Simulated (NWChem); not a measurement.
A calculation on CF (+1)

```xyz
2

C      0.0000     0.0000     0.6921
F      0.0000     0.0000    -0.4614
```
Charge +1, spin multiplicity 1.

Everything below was run with NWChem. Structure: optimised with PBE0/def2-SVP, a minimum by its harmonic frequencies.

Symmetry labels belong to the abelian group C2v used in the runs, with the axes of the coordinates shown; states degenerate in a higher group split over its labels.

B3LYP has NWChem's definition, with VWN1-RPA local correlation. The structure started from a generated list of species.

Question: List the lowest 3 singlet excitations that TD-B3LYP/aug-cc-pVDZ, VWN1-RPA local correlation gives, with oscillator strengths.

Answer: 
| state | symmetry | energy (eV) | wavelength (nm) | f |
|---|---|---|---|---|
| 1 | b2 | 8.04 | 154 | 0.085 |
| 2 | b1 | 8.04 | 154 | 0.085 |
| 3 | a2 | 11.69 | 106 | 0.000 |
